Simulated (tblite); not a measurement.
Species: C₆H₃F₃N (doublet state).
Geometry (GFN2-xTB, Å), atoms numbered from 1 in this order:
```xyz
13
C6H3F3N angstrom
C     -1.2300    1.2525    2.1029
C     -0.7766    0.3778    1.4263
C     -0.2446   -0.6794    0.5229
N     -0.8407   -0.7345   -0.7650
C     -1.7058    0.0551   -1.1963
C      1.2423   -0.4848    0.4111
F      1.9996   -1.2917    1.1701
C      1.8364    0.4409   -0.3376
F      3.1397    0.6355   -0.4305
F      1.1752    1.2912   -1.1085
H     -0.4154   -1.6518    1.0057
H     -2.0829   -0.1061   -2.1950
H     -2.1017    0.8955   -0.6236
```

Computed geometry: GFN2-xTB, gas phase. This method treats the open shell by occupation alone, without spin polarisation.

Take the most abundant isotopes and a rigid rotor. The values belong to one conformer with, in the numbering `[C:1]#[C:2][C@@H:3]([N:4]=[CH2:5])[C:6]([F:7])=[C:8]([F:9])[F:10]`, C2–C3–N4–C5 3°, C2–C3–C6–F7 100°.

Q: Give the principal moments of inertia and the rotational constants in cm⁻¹.

A: Ia = 276.53, Ib = 472.33, Ic = 548.16 u·Å²; 505379 MHz·u·Å²/I gives 1828, 1070 and 922.0 MHz, that is A = 0.06096, B = 0.03569, C = 0.03075 cm⁻¹.

Q: What kind of rotor is it?

A: An asymmetric top; Ray's κ = -0.673.

Q: What does the inertial defect say?

A: Not planar: Δ = Ic − Ia − Ib = -200.70 u·Å². For a rigid frame Δ = −2 Σ m c², so Σ m c² = 100.35 u·Å² lies off the ab plane: 3.21 from hydrogen and 97.14 from heavier atoms. The atom farthest from that plane is 1.79 Å away.

Q: List the rotational levels J(Ka,Kc) to J = 2 (MHz).

A: Above 0(0,0):
J = 1: 1(0,1) 1992, 1(1,1) 2750, 1(1,0) 2898
J = 2: 2(0,2) 5956, 2(1,2) 6585, 2(1,1) 7029, 2(2,1) 9302, 2(2,0) 9322
The levels of one J sum to (2J + 1)J(J + 1)(A + B + C)/3.

For this open shell read J as N, the rotation without spin; fine and hyperfine splittings come on top. Its GFN2-xTB frequencies are all real (lowest 32 cm⁻¹). Constants of a rigid frame at the computed geometry: no zero-point averaging, no centrifugal distortion.

The run took 0.46 s of wall time on one thread, Arm Neoverse V1 (aarch64), no GPU, on a shared host. This is the geometry optimisation.
